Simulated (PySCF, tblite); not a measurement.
Compound: C₅H₇FNO₂ (charge +1).
SMILES with atom numbers: `[CH3:1][O:2][c:3]1[o:4][cH:5][c:6]([F:7])[n+:8]1[CH3:9]` (hydrogens: H10, H11, H12 on C1; H13 on C5; H14, H15, H16 on C9)
Bond orders are those of one Lewis drawing.

Computed with GFN2-xTB (tblite), gas phase: Langevin dynamics at 600 K from the optimised GFN2-xTB geometry, time step 0.5 fs, friction 0.01 fs⁻¹, 2000 steps. Over the second half of the run the saved frames average 632 K.

Frame at 250 fs, instantaneous temperature 488 K:
```
atom  x, y, z in Å
C1      2.209   -0.199    0.488
O2      0.814   -0.689    0.700
C3     -0.264    0.083    0.433
O4     -0.371    1.362    0.246
C5     -1.723    1.656    0.015
C6     -2.408    0.471   -0.032
F7     -3.757    0.393   -0.152
N8     -1.462   -0.572    0.178
C9     -1.752   -2.078    0.113
H10     2.453    0.806    0.941
H11     2.357   -0.277   -0.631
H12     2.714   -1.098    0.993
H13    -2.008    2.774    0.047
H14    -1.882   -2.461    1.138
H15    -0.911   -2.636   -0.167
H16    -2.545   -2.300   -0.606
```

Frame at 425 fs, instantaneous temperature 607 K:
```
atom  x, y, z in Å
C1      1.506    0.143    1.116
O2      0.189   -0.587    1.106
C3     -0.920   -0.017    0.964
O4     -1.157    1.284    0.849
C5     -2.571    1.490    0.588
C6     -2.948    0.178    0.422
F7     -4.238   -0.198    0.265
N8     -2.027   -0.723    0.772
C9     -2.102   -2.276    0.628
H10     1.715    0.601    2.078
H11     1.520    0.949    0.418
H12     2.272   -0.544    0.916
H13    -3.200    2.243    0.742
H14    -3.186   -2.443    0.452
H15    -1.681   -2.647    1.493
H16    -1.605   -2.392   -0.376
```

Frame at 625 fs, instantaneous temperature 731 K:
```
atom  x, y, z in Å
C1      1.672    0.211    1.161
O2      0.416   -0.436    1.195
C3     -0.730    0.065    0.796
O4     -0.997    1.172    0.270
C5     -2.274    1.199   -0.008
C6     -2.811    0.047    0.603
F7     -4.023   -0.376    0.619
N8     -1.737   -0.771    0.942
C9     -1.900   -2.080    1.537
H10     1.834    0.418    2.289
H11     1.720    1.143    0.630
H12     2.463   -0.350    0.721
H13    -2.849    2.067   -0.308
H14    -1.155   -2.748    1.220
H15    -2.973   -2.441    1.317
H16    -1.765   -2.006    2.721
```

Frame at 800 fs, instantaneous temperature 702 K:
```
atom  x, y, z in Å
C1      1.993    0.336    1.348
O2      0.740   -0.157    1.847
C3     -0.430    0.111    1.364
O4     -0.799    0.945    0.507
C5     -2.132    0.868    0.250
C6     -2.645   -0.001    1.165
F7     -3.876   -0.388    1.131
N8     -1.549   -0.509    1.867
C9     -1.482   -1.789    2.489
H10     2.749   -0.335    1.765
H11     2.203    1.377    1.453
H12     2.039    0.194    0.178
H13    -2.694    1.436   -0.474
H14    -2.274   -2.306    1.891
H15    -2.091   -1.690    3.415
H16    -0.545   -2.279    2.592
```

Frame at 1000 fs, instantaneous temperature 399 K:
```
atom  x, y, z in Å
C1      2.028    0.769    1.217
O2      0.816    0.748    2.040
C3     -0.326    0.580    1.470
O4     -0.371    0.844    0.156
C5     -1.682    0.779   -0.264
C6     -2.392    0.488    0.873
F7     -3.615    0.154    1.138
N8     -1.515    0.319    1.972
C9     -1.905    0.442    3.413
H10     2.708    1.250    1.816
H11     1.791    1.294    0.365
H12     2.282   -0.340    0.963
H13    -1.789    0.784   -1.315
H14    -3.055    0.196    3.276
H15    -1.736    1.451    3.918
H16    -1.387   -0.290    4.032
```

**Question.** What do single points at PBE0/pcSseg-1 (PySCF, gas phase) give on these frames?

**Answer.** 
```tsv
t (fs)	GFN2-xTB E above start (eV)	DFT E above lowest frame (eV)	HOMO (eV)	LUMO (eV)
250	1.21	0.24	-12.16	-5.73
425	1.35	0.42	-11.96	-5.44
625	1.11	0.36	-11.84	-5.19
800	1.15	0.34	-12.07	-5.33
1000	1.04	0.00	-12.19	-5.58
```

The two levels order the frames differently by energy; measured from each level's lowest frame they differ by 0.29 eV at most. The HOMO–LUMO gap runs from 6.43 to 6.74 eV. These are instantaneous structures, not minima.

**Question.** And the isotropic GIAO shieldings (ppm) from the same runs?

**Answer.** 
```csv
atom,250 fs,425 fs,625 fs,800 fs,1000 fs,mean,range
C1,105.5,113.6,127.3,121.4,117.5,117.1,21.8
O2,158.5,197.3,203.4,205.4,176.2,188.2,46.9
C3,14.5,27.4,36.1,30.1,18.7,25.4,21.6
O4,56.8,59.0,118.0,85.3,66.0,77.0,61.2
C5,45.2,44.2,64.4,55.0,60.6,53.9,20.2
C6,14.4,15.7,15.2,19.8,26.9,18.4,12.5
F7,291.0,290.3,300.5,314.2,307.7,300.7,23.9
N8,73.2,100.4,90.9,89.1,101.3,91.0,28.1
C9,143.1,139.5,150.2,159.7,143.8,147.3,20.2
H10,25.1,26.7,25.5,26.3,27.7,26.3,2.6
H11,25.7,27.0,27.1,27.0,27.4,26.8,1.7
H12,24.8,27.2,27.3,25.4,25.5,26.0,2.5
H13,21.9,23.5,23.4,23.2,23.9,23.2,2.0
H14,27.1,26.3,28.2,27.2,24.9,26.7,3.3
H15,28.2,28.3,25.7,27.3,26.5,27.2,2.6
H16,27.1,26.6,25.6,27.9,27.2,26.9,2.3
```

The cost below is that of the whole dynamics run. Hardware: an AMD EPYC 9R45 with one thread, no GPU, shared host. Cost: 8.5 s of wall time, 0.18 GiB resident at most.
